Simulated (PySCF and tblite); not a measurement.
Values are calculated unless marked as measured or tabulated.
2 E/Z isomers of C7H14S, numbered alike:

```json
{"isomer": "A", "SMILES": "[CH3:1][CH2:2][C@H:3]([CH3:4])/[CH:5]=[CH:6]/[S:7][CH3:8]", "descriptors (one enantiomer)": "3S, 5=6 E"}
{"isomer": "B", "SMILES": "[CH3:1][CH2:2][C@H:3]([CH3:4])/[CH:5]=[CH:6]\\[S:7][CH3:8]", "descriptors (one enantiomer)": "3S, 5=6 Z"}
```

Protocol: conformer search, at most 6 conformers an isomer, GFN2-xTB geometries, energies B3LYP/def2-SVP (D3(BJ) added where defined), weights at 298.15 K with GFN2-xTB thermal terms. Programs: PySCF with density fitting and tblite.

Problem. Rank the isomers by free energy at 298.15 K.

Solution. 
```csv
isomer,ΔG (kcal/mol),"ΔE, lowest conformer",conformers,largest weight %,rms dipole (D)
B,0.0,0.0,3,74,1.23
A,0.7,1.1,6,61,1.38
```

ΔG is for one enantiomer.

Problem. If they could interconvert freely, what would the mixture hold (chiral isomers as racemates)?

Solution. B 78 %, A 22 %. A racemate gains RT ln 2.

The minima are those of GFN2-xTB; planar forms about aryl–S or allylic bonds may be saddles in DFT. The cap on conformers cut off some of the population, so the set may be incomplete.
